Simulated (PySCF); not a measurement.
# Magnetisability: SMILES C=C(/C=C/C)C(=O)O, C₆H₈O₂

Molfile (atoms numbered from 1):
```
C6H8O2
     RDKit          3D

 16 15  0  0  0  0  0  0  0  0999 V2000
    1.6963    0.1531    1.6404 C   0  0  0  0  0  0  0  0  0  0  0  0
    0.9519    0.1880    0.5283 C   0  0  0  0  0  0  0  0  0  0  0  0
   -0.4642   -0.1442    0.5478 C   0  0  0  0  0  0  0  0  0  0  0  0
   -1.2735   -0.2261   -0.5064 C   0  0  0  0  0  0  0  0  0  0  0  0
   -2.7146   -0.5873   -0.4197 C   0  0  0  0  0  0  0  0  0  0  0  0
    1.5874    0.6138   -0.7472 C   0  0  0  0  0  0  0  0  0  0  0  0
    1.0372    1.1641   -1.6675 O   0  0  0  0  0  0  0  0  0  0  0  0
    2.9004    0.3337   -0.7842 O   0  0  0  0  0  0  0  0  0  0  0  0
    1.2660   -0.1237    2.5882 H   0  0  0  0  0  0  0  0  0  0  0  0
    2.7419    0.4040    1.6318 H   0  0  0  0  0  0  0  0  0  0  0  0
   -0.8561   -0.3598    1.5350 H   0  0  0  0  0  0  0  0  0  0  0  0
   -0.9037   -0.0166   -1.4992 H   0  0  0  0  0  0  0  0  0  0  0  0
   -3.3248    0.2129   -0.8381 H   0  0  0  0  0  0  0  0  0  0  0  0
   -3.0198   -0.7654    0.6089 H   0  0  0  0  0  0  0  0  0  0  0  0
   -2.9091   -1.4846   -1.0075 H   0  0  0  0  0  0  0  0  0  0  0  0
    3.2770    0.6471   -1.6218 H   0  0  0  0  0  0  0  0  0  0  0  0
  1  2  2  0
  2  3  1  0
  3  4  2  0
  4  5  1  0
  2  6  1  0
  6  7  2  0
  6  8  1  0
  1  9  1  0
  1 10  1  0
  3 11  1  0
  4 12  1  0
  5 13  1  0
  5 14  1  0
  5 15  1  0
  8 16  1  0
M  END
```

Method: GIAO B3LYP/pcSseg-1 magnetisability, rotational g tensor and spin-rotation constants, non-relativistic, gas phase in PySCF. Geometry: GFN2-xTB.

Question: How diamagnetic is it, and how anisotropic?

Answer: Isotropic -1032 × 10⁻³⁰ J/T², or -62.2 × 10⁻⁶ cm³/mol; principal values -1279, -997, -820 × 10⁻³⁰ J/T², anisotropy 401 × 10⁻³⁰ J/T² (root of half the summed squared differences of the principal values). The susceptibility is in cgs units.

Question: Split it along the inertial axes a, b, c into diamagnetic and paramagnetic parts about the centre of mass, with the quadrupole moment.

Answer: 
```
axis  χ (10⁻⁶ cm³/mol)  diamagnetic (10⁻⁶ cm³/mol)  paramagnetic (10⁻⁶ cm³/mol)  summed x² of all electrons (Å²)  quadrupole Θ (D Å)
   a             -59.3                      -419.6                        360.3                            225.0               +8.58
   b             -50.4                     -1025.0                        974.6                             82.3               -1.31
   c             -76.8                     -1303.5                       1226.7                             16.6               -7.27
```
Anisotropies 2χaa − χbb − χcc = +8.6 and 2χbb − χaa − χcc = +35.3 × 10⁻⁶ cm³/mol. Θ is traceless in Buckingham's convention.

Question: And the rotational g tensor?

Answer: 
```tsv
axis	rotational constant (GHz)	g	nuclear part	electronic part
a	3.7295	-0.0467	0.5845	-0.6313
b	1.3104	-0.0183	0.5816	-0.6000
c	1.0089	+0.0001	0.5815	-0.5814
```
Asymmetric top; isotopes 12C, 1H, 16O; no vibrational averaging.
